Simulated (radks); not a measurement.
Values are calculated unless marked as measured or tabulated.
Question: Ionisation of the carbon ion C3+, [He] 2s1, to C4+, [He], under several functionals. Non-relativistic Kohn-Sham, spin-polarised, spherical densities, point nucleus; open shells are filled with parallel spins first; a radial shooting solver on a logarithmic mesh with Libxc functionals. The NIST Atomic Spectra Database gives 64.494 eV (measured). Rank these functionals by the error of their Delta-SCF ionisation energy: LDA (Slater exchange, Perdew-Wang correlation); OLYP; exchange-only PBE; BP86; exchange-only LDA; exchange-only B88; BLYP.

Answer: From best to worst: exchange-only B88 64.568 eV (+0.074); LDA (Slater exchange, Perdew-Wang correlation) 64.362 eV (-0.131); BP86 64.654 eV (+0.161); exchange-only PBE 64.663 eV (+0.170); OLYP 65.138 eV (+0.645); BLYP 65.142 eV (+0.648); exchange-only LDA 63.539 eV (-0.955).
